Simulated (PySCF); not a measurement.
C₃H₇NSi, SMILES [SiH2](CN)C#C. Geometry: PBE-D3(BJ)/def2-SVP. This is a generated structure with no PubChem entry under its InChIKey; it may be hypothetical. One conformer was computed; it need not be the lowest.

Level of theory: PBE-D3(BJ)/def2-SVP (PySCF).

Harmonic wavenumbers (cm⁻¹): 81, 133, 223, 240, 272, 367, 547, 590, 650, 690, 695, 698, 746, 809, 872, 905, 1062, 1081, 1217, 1292, 1412, 1586, 2080, 2160, 2180, 2857, 2984, 3390, 3401, 3481. Rotational constants (GHz): 6.009, 2.543, 1.928; symmetry number 1.

Question: Work out the zero-point energy and the ideal-gas rigid-rotor harmonic-oscillator thermochemistry at 298.15 K and 1 atm.

Answer: ZPE = ½ Σ hcν = ½ × 38699 cm⁻¹ = 231.47 kJ/mol. H − E(el) = 253.16 kJ/mol. Entropy in J/(mol K): translation 164.18, rotation 112.10, vibration 69.03, total 345.31. G − E(el) = 150.21 kJ/mol. Cp = 116.65 J/(mol K). Modes under 150 cm⁻¹ make the vibrational entropy uncertain.
